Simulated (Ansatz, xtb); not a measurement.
Molecule: CH$_{2}$F, net charge 1, singlet state. 
Geometry from a B3LYP-D3(BJ)/def2-TZVP (Ansatz, a quantum-chemistry and plane-wave program) optimisation:
```
C
F 1 1.2314
H 1 1.0959 2 117.10
H 1 1.0959 3 125.81 2 -180.00
```
Charge +1, spin multiplicity 1.

Harmonic wavenumbers from GFN2-xTB (xtb, at its own minimum), cm⁻¹: 1007, 1045, 1227, 1548, 2805, 2839.

Problem. Give the harmonic wavenumbers at B3LYP-D3(BJ)/def2-TZVP (Ansatz, finite differences of forces, unscaled).

Solution. 1244, 1288, 1441, 1596, 3032, 3196 cm⁻¹. Zero-point energy 16.9 kcal/mol.

Problem. From these and the geometry, give the ideal-gas thermochemistry at 298.15 K and 1 atm (rigid rotor, harmonic oscillator).

Solution. Point group C2v, rotational symmetry number 2. Rotational constants 263.4, 35.76, 31.48 GHz. S(trans) 36.42, S(rot) 16.26, S(vib) 0.09, S(elec, spin only) 0.00, S 52.8 cal/(mol K). H(298) - H(0) 2.39 kcal/mol; G - E(el) 3.5 kcal/mol.
